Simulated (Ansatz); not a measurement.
Born–Oppenheimer molecular dynamics of BrH₇Si₂ (10 atoms, charge 0, multiplicity 1). It starts at the highest image of a converged band. Of that band: A structure lower than the first end lies on the path between it and the top, so the climb from that side starts below the end, which may itself be a saddle point or a shallow side well. Neighbouring images differ by up to 2.3 eV, so the band resolves the path poorly. A vibrational analysis at the climbing image gives one clearly imaginary mode, 742i cm⁻¹: a first-order saddle point.

These are results of RKS B3LYP-D4/def2-SVP in Ansatz 0.2.0, not measurements.

```yaml
ensemble: NVE (velocity Verlet)
time_step: 0.5 fs
steps_asked: 200
starting_velocities_drawn_for: 100 K
seed: 6506
```

First frame:

```xyz
10
Properties=species:S:1:pos:R:3
Si -1.250 0.246 -0.012
Br -0.765 -2.330 -1.175
H -1.872 0.573 -1.310
H -0.893 1.560 0.634
H -1.962 -0.538 1.016
H 0.079 -0.688 -0.456
Si 1.384 0.209 0.225
H 1.324 0.148 1.707
H 2.342 -0.768 -0.347
H 1.613 1.586 -0.282
```

Q: How far do the bonds stretch over the last three quarters of this one trajectory? (Pairs bonded in most of those frames.)

A: 
```tsv
bond	mean (Å)	spread (Å)	shortest	longest
Si1–H3	1.491	0.011	1.47	1.51
Si1–H4	1.499	0.025	1.46	1.55
Si1–H5	1.493	0.028	1.45	1.54
Si1–Si7	2.382	0.112	2.23	2.56
Br2–H6	1.484	0.127	1.29	1.66
Si7–H8	1.495	0.005	1.48	1.50
Si7–H9	1.496	0.014	1.47	1.52
Si7–H10	1.496	0.028	1.45	1.54
```

Mean temperature of the second half: 1220 K. The conserved energy stayed within 0.4 meV per atom of its start (net change 0.12 meV per atom), so the integration is sound. The kinetic energy rose, since the run started high on the potential surface and went downhill. It ends in pieces (BrH + H6Si2), so much of that is their flight and rotation, not heat. A run of 0.1 ps of so small a system gives no equilibrium averages. The orbitals stay closed-shell, which can raise the energy where a bond breaks towards radicals; this wasn't checked here.

The run took 6.5 min on 2 threads of AMD EPYC 7B13 (Zen 3) (shared host), peak memory 0.26 GiB.
